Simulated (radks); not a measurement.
Results of a calculation; reference values are marked as such.
Problem. Ionisation ladder of molybdenum, from Mo I to Mo XXII. Each ion is in the ground configuration listed by NIST, and IE = E(next ion) - E(this ion). Code: a radial shooting solver on a logarithmic mesh with Libxc functionals. Model: scalar-relativistic Kohn-Sham, exchange-only LDA, spin-polarised, spherical densities, point nucleus; open shells are filled with parallel spins first (spin-orbit coupling, left out, can overturn this in heavy ions).

species       configuration  IE, Delta-SCF (eV)  <r> HOMO (bohr)
Mo I           [Kr] 4d5 5s1               7.249             2.01
Mo II              [Kr] 4d5              15.712             1.90
Mo III             [Kr] 4d4              26.788             1.74
Mo IV              [Kr] 4d3              39.241             1.62
Mo V               [Kr] 4d2              52.803             1.53
Mo VI              [Kr] 4d1              67.275             1.45
Mo VII                 [Kr]              124.50             1.15
Mo VIII   [Ar] 3d10 4s2 4p5              142.91             1.13
Mo IX     [Ar] 3d10 4s2 4p4                   ?             1.11
Mo X      [Ar] 3d10 4s2 4p3              186.77             1.08
Mo XI     [Ar] 3d10 4s2 4p2              207.10             1.06
Mo XII    [Ar] 3d10 4s2 4p1              227.50             1.04
Mo XIII       [Ar] 3d10 4s2                   ?            0.975
Mo XIV        [Ar] 3d10 4s1              303.65            0.961
Mo XV             [Ar] 3d10              540.94            0.404
Mo XVI             [Ar] 3d9              592.57            0.396
Mo XVII            [Ar] 3d8              645.62            0.389
Mo XVIII           [Ar] 3d7              700.01            0.382
Mo XIX             [Ar] 3d6              755.60            0.376
Mo XX              [Ar] 3d5                   ?            0.366
Mo XXI             [Ar] 3d4              890.07            0.360
Mo XXII            [Ar] 3d3                   ?            0.355

Estimate the withheld Delta-SCF values.

Solution. Mo IX: 161.46 eV (NIST 164.1); Mo XIII: 278.78 eV (NIST 279.1); Mo XX: 829.88 eV (NIST 829); Mo XXII: 951.58 eV (NIST 953).
